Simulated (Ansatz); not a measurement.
`[OH][Ga]([OH])[Br]` + HBr → `[OH][Ga]([Br])[Br]` + H₂O at 600 K and 1 bar (ligand exchange at a Ga–O bond).

Gas-phase electronic energies from Ansatz, PBE0-D4/def2-TZVP geometries. CCSD(T)/CBS is the MP2 limit (def2-TZVPP, def2-QZVPP) plus CCSD(T) − MP2 in def2-TZVPP, frozen cores. This one scheme is used for every species. For Br, Ga outer-core shells are correlated without core-valence functions, which leaves a few kJ/mol of doubt a bond. Scalar relativity is left out up to krypton. Each species was taken in one conformer, which may not be the lowest.

```csv
species,CCSD(T)/CBS energy (Eh),H − E (kJ/mol),S (J/(mol·K))
`[OH][Ga]([OH])[Br]`,-4648.93401,123.1,410.5
HBr,-2573.91920,33.5,219.1
`[OH][Ga]([Br])[Br]`,-7146.50037,86.9,420.7
H₂O,-76.37941,76.8,212.8
```

H − E and S are ideal-gas, rigid-rotor, harmonic terms from PBE0-D4/def2-TZVP, for one conformer and one mirror image of each species. 1 Eh = 2625.50 kJ/mol, R = 8.31446 J/(mol·K).

Q: By hand: ΔE, ΔH, ΔS and ΔG.

A: ΔE = (-7146.50037) + (-76.37941) − (-4648.93401) − (-2573.91920) = -0.02657 Eh = -69.8 kJ/mol. Δ(H − E) = 86.9 + 76.8 − 123.1 − 33.5 = 7.1, so ΔH = -62.7 kJ/mol. ΔS = 420.7 + 212.8 − 410.5 − 219.1 = 3.9 J/(mol·K). ΔG = -62.7 − 600 × (3.9)/1000 = -65.0 kJ/mol.

Q: By hand: the equilibrium constant, and the temperature at which ΔG would vanish if ΔH and ΔS stayed fixed.

A: log₁₀ K = −ΔG/(RT ln 10) = 5.7. ΔH and −TΔS have one sign here, so there is no such temperature.

The number of gas molecules stays the same, so ΔS is small and ΔH decides. A doubt of 5 kJ/mol in ΔE shifts log₁₀ K by 0.4 here. Other conformers and mirror images would add mixing entropy, several J/(mol·K) or more a flexible species. These are equilibria of isolated gas molecules and say nothing of rates. Largest T1 diagnostic: 0.012 (customary marks: 0.02 for closed shells, 0.045 for open ones).

ΔS is within the doubt of such terms, so its sign, and with it that verdict, could turn.
